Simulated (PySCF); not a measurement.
B(Cl)(Et)(OH) (C2H6BClO), SMILES CCB(O)Cl. Coordinates come from a PBE0-D3(BJ)/def2-SVP optimisation. This is a generated structure with no PubChem entry under its InChIKey; it may be hypothetical. Other conformers were not sampled.

Computed equilibrium geometry at PBE0-D3(BJ)/def2-SVP (PySCF confirms it by a frequency run) as Cartesian coordinates in Å (one conformer of several):
```xyz
11

B      0.2586     0.5167     0.1821
Cl    -1.0606    -0.3304     1.0436
C      0.6328     0.1423    -1.2917
C      0.4070    -1.3029    -1.7188
H      1.6752     0.4576    -1.4669
H      0.0240     0.8193    -1.9235
H     -0.6389    -1.6066    -1.5624
H      1.0343    -1.9973    -1.1382
H      0.6460    -1.4544    -2.7823
O      0.9003     1.5125     0.8222
H      0.5558     1.6786     1.7072
```
